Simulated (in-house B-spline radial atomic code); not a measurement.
**Removing one electron from Kr⁶⁺**

Closed shell [Ar] 3d10 4s2. Computed with an all-electron radial atomic-structure program (B-spline basis): Koopmans values of Dirac-Hartree-Fock plus a diagonal self-energy, in second order or with its direct term screened (direct RPA, with the hole-particle interaction, or full time-dependent Hartree-Fock), linearised in energy; no-pair Dirac-Coulomb Hamiltonian, finite nucleus. Shifts add to the Koopmans value (the ΔSCF shift is orbital relaxation alone); the final value takes TDHF screening with Breit and QED.

Command:
```bash
python run_mb.py task.json out
```
Settings (nuclear radius in fm, box in bohr, cutoff in hartree):
```
basis_form          2
Z                   36
core_configuration  [Ar] 3d10 4s2
rms_radius          4.1884
mass_number         84
speed_of_light      137.036
box_radius          9.762
lmax                7
intervals           62
virtual_cutoff      5184.0
```

Run time, properties included: 28 s on 1 thread of Arm Neoverse N1 (shared host).

Energies in eV:

```json
{"subshell": "4s1/2", "Koopmans": "107.23", "ΔSCF shift": "-0.213", "second order": "?", "direct RPA": "?", "hole-particle": "?", "TDHF": "?", "Breit + QED": "?", "final": "?"}
```

**Question.** What does the self-energy do to 4s1/2?

**Answer.** It shifts the removal energy by 1.864 eV in second order, 1.123 with direct RPA, 1.315 with the hole-particle term and 1.542 with TDHF screening (quasi-particle weight 0.981); Breit and QED add -0.063 eV. The final value is 108.71 eV, against 109.13 ± 0.05 eV (NIST, tabulated theory). The mixing of s² with p² in the ground state is caught to low order only, which falls short in light ions.
